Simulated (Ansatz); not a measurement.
Job for Ansatz (an electronic-structure program): U-B3LYP/cc-pVTZ on CH6BN (SMILES BNC), a point of a bond scan (R = 3.498 Å).

Ansatz 0.2 input:
```yaml
crystal:
  periodic: [false, false, false]
  atoms:
    - {symbol: B, position_ang: [-0.17377685, 0.16935935, 1.35984899]}
    - {symbol: H, position_ang: [-1.04662609, 0.51554608, 2.09587791]}
    - {symbol: H, position_ang: [0.90496525, -0.15002550, 1.76046960]}
    - {symbol: N, position_ang: [-0.42136335, 0.13750334, -0.00246435]}
    - {symbol: C, position_ang: [0.50465876, -0.25211116, -1.05318898]}
    - {symbol: H, position_ang: [-1.33200836, 0.40682345, -0.34423305]}
    - {symbol: H, position_ang: [1.05900062, 2.37021313, -3.30147400]}
    - {symbol: H, position_ang: [0.12956168, -1.11043727, -1.61689155]}
    - {symbol: H, position_ang: [1.45669201, -0.52592512, -0.60230554]}
basis:
  gaussian:
    orbitals: cc-pVTZ
hamiltonian:
  xc: {name: B3LYP}
magnetization: {spin_polarized: true, initial_magnetization: 0}
```

Output:

```
WARN ansatz: RAYON_NUM_THREADS=1 ignored (pool sized by the plan → 1); use --threads N
Functional definition: B3LYP
integrals: 0.06 GiB planned
911 factors; their error is unknown
mean field: 0.78 GiB planned
mean field evaluation 1: about -3278.1495 eV, gradient 4.9e1 eV
mean field evaluation 2: about -3242.8379 eV, gradient 9.3e1 eV
mean field evaluation 4: about -3285.8055 eV, gradient 2.7e1 eV
mean field evaluation 8: about -3295.7281 eV, gradient 1.1e1 eV
mean field evaluation 16: about -3297.4674 eV, gradient 5.0e-4 eV
mean field evaluation 32: about -3298.5102 eV, gradient 8.2e0 eV
mean field -3298.80125419 eV, -121.2287100838 hartree, gradient 1.2e-5 eV, S^2 0.981912; 3 other end points of the search recorded, 0 dependent functions left out
reference -3298.80152498 eV, -121.2287200351 hartree; 12, 12 occupied and 162, 162 virtual orbitals, 911 factors
Total energy: -3298.80152498 eV, -121.2287200351 hartree
```

The run converged. Its determinant has ⟨S²⟩ = 0.98, a mixture of spin states.

Cost: roughly 10 core-seconds.
